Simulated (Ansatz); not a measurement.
Wavefunction ladder for BF$_{3}$H$_{6}$OSi$_{2}$ (`F[B-](F)(F)[O+]([SiH3])[SiH3]`)

Z-matrix (Å, degrees):
```
B
F 1 1.347
F 1 1.358 2 115.5
F 1 1.357 2 115.5 3 139.7
O 1 1.713 2 103.8 3 -110.1
Si 5 1.702 1 115.0 2 94.0
Si 5 1.702 1 114.9 2 -92.1
H 6 1.481 5 104.7 1 -166.0
H 6 1.473 5 107.6 1 -47.3
H 6 1.476 5 109.1 1 75.8
H 7 1.476 5 109.0 1 -77.1
H 7 1.481 5 104.8 1 164.6
H 7 1.473 5 107.5 1 45.8
```

Total charge 0; spin multiplicity 1. All single points use the PBE0-D4/def2-TZVP geometry. It is one conformer, not always the lowest. Frozen core, restricted reference, Ansatz.

```csv
basis,HF (Eh),MP2 corr.
def2-SVP,-978.99450,-1.02659
def2-TZVPP,-979.70320,-1.34026
def2-QZVPP,-979.74020,-1.45791
```

**Question.** Estimate the CCSD correlation energy and the (T) correction in each basis where they were run (hartree).

**Answer.** 
```
   basis  CCSD corr.       (T)
def2-SVP    -1.07965  -0.02010
```
